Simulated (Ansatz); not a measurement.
Basis sets compared for the cluster Sn₄⁺. Total charge 1; doublet. Geometry B3LYP-D4/def2-SVP. Ansatz on 4 threads of Arm Neoverse V2 on a shared host; times are rough, and most runs start from earlier orbitals.

```xyz
4

Sn    0.886    0.357   -1.100
Sn   -1.723    1.674   -0.844
Sn    1.723   -1.674    0.844
Sn   -0.886   -0.357    1.100
```

In the def2 sets Sn takes a core potential; there is no spin–orbit coupling. The structure comes from a short search, and lower isomers may exist.

| level | functions | energy (Eh) | HOMO (eV) | LUMO (eV) | wall time |
| --- | --- | --- | --- | --- | --- |
| PBE-D4/def2-SVP | 104 | -857.0622 | -9.37 | -9.18 | 2.1 s |
| PBE0-D4/def2-SVP | 104 | -857.0759 | -10.09 | -8.48 | 3.6 s |

Estimate the rows for PBE-D4/def2-TZVP, PBE0-D4/def2-TZVP.


```
            level  functions  energy (Eh)  HOMO (eV)  LUMO (eV)  wall time
 PBE-D4/def2-TZVP        200    -857.0869      -9.31      -9.09        7 s
PBE0-D4/def2-TZVP        200    -857.0989     -10.02      -8.38       13 s
```
